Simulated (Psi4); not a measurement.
H₂Cl₂InN (SMILES [NH2][In]([Cl])[Cl]), singlet, at a GFN2-xTB geometry (such geometries of metal compounds can be far from the true shape) (core potentials on In); PBE/def2-QZVPPD in Psi4.

Input for Psi4:
```
memory 2 GB

molecule {
0 1
  In    0.18047486   -0.07795773    0.10275016
  Cl   -1.69110764   -1.38576739   -0.10575632
  Cl    0.22113519    1.97705451   -0.91309112
  N     1.68442540   -0.62289422    1.39514369
  H     2.57453597   -0.23788023    1.09225609
  H     1.78074989   -1.63381236    1.42738671
}

set basis def2-qzvppd

energy('pbe')
print_variables()
```

Output, abridged:

```
   => Loading Basis Set <=

    Name: DEF2-QZVPPD
    Role: ORBITAL
    Keyword: BASIS

    !!!  WARNING: ECP capability is in beta. Please check occupations closely.  !!!

         ---------------------------------------------------------
                                   SCF
               by Justin Turney, Rob Parrish, Andy Simmonett
                          and Daniel G. A. Smith
                              RKS Reference
         ---------------------------------------------------------

  ==> Geometry <==

    Molecular point group: c1
    Full point group: C1

    Geometry (in Angstrom), charge = 0, multiplicity = 1:

       Center              X                  Y                   Z               Mass
    ------------   -----------------  -----------------  -----------------  -----------------
         IN           0.193864707878    -0.083485024765     0.111442144482   114.903878776000
         CL          -1.677717792122    -1.391294684765    -0.097064335518    34.968852682000
         CL           0.234525037878     1.971527215235    -0.904399135518    34.968852682000
         N            1.697815247878    -0.628421514765     1.403835674482    14.003074004430
         H            2.587925817878    -0.243407524765     1.100948074482     1.007825032230
         H            1.794139737878    -1.639339654765     1.436078694482     1.007825032230

  Running in c1 symmetry.

  Rotational constants: A =      0.10905  B =      0.06130  C =      0.03935 [cm^-1]
  Rotational constants: A =   3269.31025  B =   1837.60683  C =   1179.73256 [MHz]
  Nuclear repulsion =  299.547756125833644

  Charge       = 0
  Multiplicity = 1
  Electrons    = 64
  Nalpha       = 32
  Nbeta        = 32

  ==> Algorithm <==

  SCF Algorithm Type is DF.
  DIIS enabled.
  MOM disabled.
  Fractional occupation disabled.
  Guess Type is SAD.
  Energy threshold   = 1.00e-06
  Density threshold  = 1.00e-06
  Integral threshold = 1.00e-12

  ==> Primary Basis <==

  Basis Set: DEF2-QZVPPD
    Blend: DEF2-QZVPPD
    Number of shells: 115
    Number of basis functions: 375
    Number of Cartesian functions: 458
    Spherical Harmonics?: true
    Max angular momentum: 4

  Core potential: DEF2-QZVPPD
    Number of shells: 4
    Number of ECP primitives: 18
    Number of ECP core electrons: 28
    Max angular momentum: 3

  ==> DFT Potential <==

   => LibXC <=

    Version 7.1.2
[...]
   @DF-RKS iter   5: -1166.25050154069118   -2.03829e-02   1.82064e-04 DIIS/ADIIS
   @DF-RKS iter   6: -1166.25184555750775   -1.34402e-03   1.23804e-04 DIIS/ADIIS
   @DF-RKS iter   7: -1166.25274521991219   -8.99662e-04   3.38932e-05 DIIS
   @DF-RKS iter   8: -1166.25281502768507   -6.98078e-05   7.65641e-06 DIIS
   @DF-RKS iter   9: -1166.25281806122962   -3.03354e-06   3.09536e-06 DIIS
   @DF-RKS iter  10: -1166.25281870922777   -6.47998e-07   8.90119e-07 DIIS
  Energy and wave function converged.

  ==> Post-Iterations <==

   Electrons on quadrature grid:
      Ntotal   =   63.9999968811 ; deviation = -3.119e-06

    Orbital Energies [Eh]
    ---------------------

    Doubly Occupied:

[...]
    Virtual:

[...]
     375A    524.283821

    Final Occupation by Irrep:
              A
    DOCC [    32 ]
    NA   [    32 ]
    NB   [    32 ]

  @DF-RKS Final Energy: -1166.25281870922777

   => Energetics <=

    Nuclear Repulsion Energy =            299.5477561258336436
    One-Electron Energy =               -2279.1336673621062801
    Two-Electron Energy =                 893.8166745219617724
    DFT Exchange-Correlation Energy =     -80.4835819949168751
    Empirical Dispersion Energy =           0.0000000000000000
    VV10 Nonlocal Energy =                  0.0000000000000000
    Total Energy =                      -1166.2528187092277676

Computation Completed

Properties will be evaluated at   0.000000,   0.000000,   0.000000 [a0]

Properties computed using the SCF density matrix

 Multipole Moments:

 ------------------------------------------------------------------------------------
     Multipole            Electronic (a.u.)      Nuclear  (a.u.)        Total (a.u.)
 ------------------------------------------------------------------------------------

 L = 1.  Multiply by 2.5417464519 to convert [e a0] to [Debye]
 Dipole X            :          8.7992939           -7.9299440            0.8693498
 Dipole Y            :         -3.9188969            3.4564408           -0.4624560
 Dipole Z            :          4.5172949           -4.3855205            0.1317745
 Magnitude           :                                                    0.9934784

 ------------------------------------------------------------------------------------

  Variable Map:
  ----------------------------------------------------------------------------
[...]
  Array Variable Map:
  ----------------------------------------------------------------------------
[...]
[...]
```
